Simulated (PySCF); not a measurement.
Working out the ionisation energy of Ti²⁺

Ti²⁺ [Ar] 3d2 (3F) → Ti³⁺ [Ar] 3d1 (2D). Computed with PySCF 2.14 in an uncontracted even-tempered set (21 s from 0.054 bohr⁻², ratio 2.5; 14 p from 0.071 bohr⁻², ratio 2.5; 11 d from 0.071 bohr⁻², ratio 2.5; 6 f from 0.27 bohr⁻², ratio 2.7; 5 g from 0.4 bohr⁻², ratio 2.7), with scalar relativity by spin-free X2C-1e. Frozen: [Ne]; the 45 highest virtual orbitals dropped. Energies in hartree (1 hartree = 27.21139 eV):

| part | Ti²⁺ (lower) | Ti³⁺ (upper) |
| --- | --- | --- |
| UHF | -852.077954 | -851.099719 |
| MP2 opposite-spin | -0.240849 | -0.225529 |
| MP2 same-spin | -0.083863 | -0.072753 |

Problem. What does Hartree-Fock give?

Solution. (-851.099719) − (-852.077954) = 0.978235 hartree = 26.619 eV.

Problem. What do MP2 and SCS-MP2 (6/5 opposite-spin, 1/3 same-spin) give?

Solution. The opposite-spin parts differ by 0.417 eV and the same-spin parts by 0.302 eV. MP2: 26.619 + (0.417) + (0.302) = 27.338 eV. SCS-MP2: 26.619 + 1.2 × (0.417) + (0.302)/3 = 27.220 eV.

A first-order spin-orbit estimate adds 0.003 eV to MP2 (outer shells), giving 27.341 eV against 27.492 eV (measured; NIST Atomic Spectra Database, ionization energies).

What remains against the reference includes basis incompleteness, the frozen core and correlation beyond second order.
